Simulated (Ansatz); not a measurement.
Consider the isomerisation: `CC[Si]N` → `C=N[SiH2]C`.

Computed with Ansatz on PBE0-D4/def2-TZVP structures; ΔE is electronic, products minus reactants. CCSD(T)/CBS is the MP2 limit (def2-TZVPP, def2-QZVPP) plus CCSD(T) − MP2 in def2-TZVPP, frozen cores. Functionals use def2-TZVPP. One conformer a species, not always the lowest.

```
       level  ΔE (eV)
      PBE-D4     0.14
   revPBE-D4     0.10
      B97M-V     0.02
CAM-B3LYP-D4     0.02
     ωB97X-V    -0.01
        BLYP    -0.04
 HF/def2-SVP    -0.19
MP2/def2-SVP     0.02
```

Q: What does CCSD(T)/CBS give? (An estimate is asked.)

A: Ansatz gave: +0.06 eV. The listed levels differ from it by 0.08, 0.04, -0.04, -0.04, -0.07, -0.10, -0.25, -0.04 eV.

Q: What do rigid-rotor, harmonic-oscillator terms from PBE0-D4/def2-TZVP frequencies (298.15 K, 1 bar) make of the CCSD(T)/CBS value? (Best estimate.)

A: Computed: ΔZPE = -0.20 eV, ΔH = -0.13 eV, ΔS = 4 J/(mol·K), ΔG = -0.15 eV.

Largest T1 diagnostic among the species: 0.013.

From r2SCAN to r2SCAN0 (25 % exact exchange), in def2-TZVPP and without D4, ΔE moves by +0.04 eV. In def2-TZVPP, CCSD(T) changes the Hartree–Fock value by +0.32 eV (the triples alone add +0.00 eV) and MP2 by +0.31 eV.
